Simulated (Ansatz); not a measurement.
Au₄⁻ (the lowest doublet isomer of a short search) was relaxed with PBE0-D4 (def2-SVPD) in Ansatz in these states: charge -1 doublet, charge -1 quartet. The geometries follow in no particular order.

In the def2 sets Au takes a core potential; there is no spin–orbit coupling.

A:

```xyz
4

Au    0.3634    0.4821    1.1815
Au   -0.2919   -1.4299   -3.6162
Au    0.2658    1.4293    3.6155
Au   -0.3372   -0.4816   -1.1808
```

B:

```xyz
4

Au    0.7326   -1.1410    1.0586
Au    1.1950    1.0993   -0.5722
Au   -1.2220    0.8655    0.8493
Au   -0.7055   -0.8238   -1.3356
```

Question: Judge from the bond lengths which geometry belongs to which state (an estimate).

Answer: A is the charge -1 doublet (Au2–Au4 2.614 Å, Au1–Au3 2.614 Å, Au1–Au4 2.646 Å); B is the charge -1 quartet (Au2–Au4 2.809 Å, Au1–Au3 2.809 Å, Au1–Au4 2.811 Å).

At PBE0-D4/def2-TZVPD a doublet lies 0.93 eV below the charge -1 quartet. These are the stationary points nearest to one start from a short search; other shapes may lie lower in each state.
